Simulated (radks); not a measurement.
Results of a calculation; reference values are marked as such.
Spherical jellium clusters: N electrons in a uniform positive sphere of charge N and radius rs N^(1/3), rs = 4.94 bohr. Level of theory: non-relativistic Kohn-Sham, LDA (Slater exchange, Perdew-Wang correlation), spin-polarised, spherical densities (a radial shooting solver with Libxc functionals). Levels are named by radial order and angular momentum (1s, 1p, 1d, 2s, ...), and open shells are averaged over m.

N = 29, configuration 1s2 1p6 1d10 2s2 1f(up 7, down 2). This is the lowest configuration that the search found. Occupied and some empty levels:

level,occupation,eigenvalue (eV),<r> (bohr)
1s up,1,-4.1321,9.259
1s down,1,-4.0164,8.733
1p up,3,-3.7228,10.87
1p down,3,-3.5564,10.65
1d up,5,-3.1968,11.86
1d down,5,-3.0083,11.80
2s up,1,-2.9155,9.029
2s down,1,-2.8290,9.372
1f up,7,-2.5621,12.64
1f down,2,-2.3668,12.67
2p up,0,-2.0848,10.49
2p down,0,-2.0002,10.58
1g up,0,-1.8329,13.35
1g down,0,-1.6409,13.45
2d up,0,-1.2616,12.33
2d down,0,-1.1680,12.41

Energy (eV): total -54.0028, kinetic 35.155, external -1800.0, Hartree 896.25, exchange-correlation -90.090, background 904.70.
